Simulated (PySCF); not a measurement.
Vertical excitations of a molecule C2H9ClSi3 from TDA-PBE/def2-SVPD in PySCF, as energy in eV (oscillator strength): 4.95 (0.021), 5.35 (0.020), 5.55 (0.001), 5.78 (0.123), 5.88 (0.009), 5.93 (0.005). Lowest triplet (TDA): 4.48 eV. The structure is a stationary point at B3LYP-D3(BJ)/def2-SVP. The values are those of a single conformer.

Problem. Identify the compound among the candidates.
A. Cl[SiH2][C@H]1C[SiH2][SiH2]1
B. C[C@@H]1[SiH2][SiH2][Si@@H]1Cl
C. C=C[SiH2][Si@@H]([SiH3])Cl
D. Cl[SiH2][Si@H]1CC[SiH2]1

Solution. D, Cl[SiH2][Si@H]1CC[SiH2]1
